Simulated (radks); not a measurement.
Excited configurations of Hf XLI: one electron is placed in a higher orbital outside [Ar] 3d10 4s2 4p1. The ground configuration is [Ar] 3d10 4s2 4p2. Method: Dirac Kohn-Sham, PBE, spin-unpolarised, spherical densities, finite nucleus; open shells are shared between the two j in proportion to 2j + 1; Fermi nuclear charge, rms radius 5.347 fm; computed with a radial shooting solver on a logarithmic mesh with Libxc functionals. Excitation = E - E(ground); binding = E(ion) - E, where the ion is the core of charge +41; n* = 41/sqrt(2 binding) in atomic units. These energies are relativistic, and a one-electron ion of charge +41 with no core already has n* below n in this formula (Dirac formula, point nucleus, mean over j: 4d 3.990, 5f 4.994, 6s 5.960, 6p 5.975, 6d 5.988, 6f 5.993, 7s 6.959, 7p 6.975, 7d 6.987, 7f 6.992). The quantum defect is therefore taken as that value minus n*, so that it holds no relativistic shift of the bare ion. Eigenvalue and <r> are those of j = l + 1/2.

| outer orbital | excitation (eV) | binding (eV) | n* | quantum defect | eigenvalue (eV) | <r> (bohr) |
|---|---|---|---|---|---|---|
| 4d | 186.21 | 1727.7 | 3.638 | 0.352 | -1692.9 | 0.4210 |
| 6s | 1112.7 | 801.25 | 5.343 | 0.617 | -792.06 | 1.049 |
| 6p | 1150.9 | 763.01 | 5.475 | 0.500 | -747.02 | 1.088 |
| 6d | 1198.9 | 715.04 | 5.656 | 0.332 | -704.27 | 1.106 |
| 6f | 1240.8 | 673.15 | 5.829 | 0.164 | -663.58 | 1.098 |
| 7s | 1345.3 | 568.63 | 6.342 | 0.617 | -562.48 | 1.476 |
| 7p | 1368.4 | 545.51 | 6.475 | 0.499 | -535.32 | 1.526 |
| 7d | 1397.5 | 516.41 | 6.655 | 0.332 | -509.37 | 1.556 |
| 7f | 1422.8 | 491.14 | 6.824 | 0.168 | -484.82 | 1.560 |

Estimate the row for 5f.

Answer. excitation (eV) 936.19; binding (eV) 977.72; n* 4.837; quantum defect 0.157; eigenvalue (eV) -960.75; <r> (bohr) 0.7084. The Delta-SCF ionisation energy is 1913.9 eV (NIST Atomic Spectra Database: 1963 eV, theoretical). Self-interaction in the functional shifts the binding energies and quantum defects, so they are the method's values and not measured ones. Spin polarisation and multiplet splitting are left out, so open shells lie too high by an amount that depends on their filling. Sharing an open shell by 2j + 1 raises it above the true ground level by a part of the spin-orbit splitting, which enters the differences from NIST.

Beside tabulated values, note that spin-unpolarised runs miss the spin-polarisation part of the exchange energy of open shells.
